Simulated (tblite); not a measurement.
Compound: C7H10F3P.
Structure used (GFN2-xTB), in Å, numbered top down from 1:
```xyz
21
C7H10F3P angstrom
C      2.1180    1.6686   -0.2706
P      1.4686    0.1544   -1.0988
C     -0.1971    0.0492   -0.3865
C     -0.9548    1.0520    0.0470
C     -2.3077    0.5805    0.4823
C     -2.3944   -0.8424   -0.0945
C     -0.9379   -1.2639   -0.3432
C      2.2747   -1.0426    0.1297
F      3.6121   -0.9350    0.0769
F      1.9283   -0.8292    1.4120
F      1.9788   -2.3217   -0.1376
H      1.6994    2.5390   -0.7715
H      3.2015    1.6903   -0.3860
H      1.8547    1.6838    0.7866
H     -0.6708    2.0876    0.1151
H     -3.1045    1.2285    0.1157
H     -2.3610    0.5765    1.5751
H     -2.9363   -0.8194   -1.0407
H     -2.9095   -1.5279    0.5751
H     -0.8135   -1.8344   -1.2646
H     -0.5575   -1.8770    0.4781
```

Method: GFN2-xTB as coded in tblite; computed harmonic values from a numerical Hessian at the method's own geometry, unscaled. The method is semi-empirical: single wavenumbers can be off by several per cent or more. One conformer, not necessarily the lowest.

Harmonic wavenumbers (cm⁻¹): 34.3, 50.9, 86.4, 115.2, 161.1, 171.9, 204.8, 212.5, 249.0, 263.4, 320.8, 383.5, 426.7, 458.2, 472.3, 509.5, 630.6, 663.2, 741.9, 782.4, 809.0, 842.8, 877.9, 893.6, 906.0, 976.1, 1008.2, 1033.5, 1039.1, 1051.3, 1080.2, 1086.5, 1104.6, 1116.0, 1185.8, 1195.7, 1220.9, 1287.0, 1295.8, 1313.4, 1318.3, 1425.9, 1443.0, 1462.7, 1468.4, 1492.4, 1661.4, 2939.8, 2952.7, 2983.8, 2989.0, 2994.4, 2995.3, 3005.1, 3020.9, 3022.6, 3120.6.

A = 1666, B = 672.2, C = 571.0 MHz; mass 182.047 u (most abundant isotopes); point group C1, symmetry number 1.

What is the zero-point energy?

½Σν̃ = 34279 cm⁻¹ = 98.01 kcal/mol.

Entropy at 400 K, 1 bar (ideal gas, RRHO, classical rotation)?

Translation 42.99, rotation 31.47, vibration 50.86: S = 125.3 cal/(mol K).

And Cp and H(400 K) − H(0)?

Cp = 57.39 cal/(mol K), of which vibrations give 49.44 (their classical limit is 57 R = 113.3); H(400 K) − H(0) = 13.49 kcal/mol without the zero-point energy, 10.31 from vibrations.

What must be added to the electronic energy to get the Gibbs energy at 400 K and 1 bar?

ZPE + [H(400 K) − H(0)] − T·S = 98.01 + 13.49 − 50.13 = 61.37 kcal/mol.

How do the functions run with temperature in this model?

```
 T (K)  S (cal/(mol K))  Cp (cal/(mol K))  H − H(0) (kcal/mol)  G − H(0) (kcal/mol)  ln q(vib)
   150             85.5              28.4                 2.75               -10.07       4.25
   250            102.7              40.0                 6.16               -19.51       7.67
298.15            110.2              45.8                 8.23               -24.63       9.28
   600            152.1              74.7                26.82               -64.44      18.95
   900            185.7              90.4                51.81              -115.28      27.74
```

q(vib) and H(0) count from the zero-point level.

Which modes carry the vibrational entropy at 400 K?

34.3 cm⁻¹: 6.15; 50.9 cm⁻¹: 5.36; 86.4 cm⁻¹: 4.32; 115.2 cm⁻¹: 3.75; 161.1 cm⁻¹: 3.10; 171.9 cm⁻¹: 2.97 cal/(mol K); the other 51 give 25.20 together.

Hindered rotation and anharmonicity are outside this model. Other conformers, if any are populated, would add a mixing term that is left out. The structure is chiral; the term R ln 2 for an equal mix with its mirror image is left out.
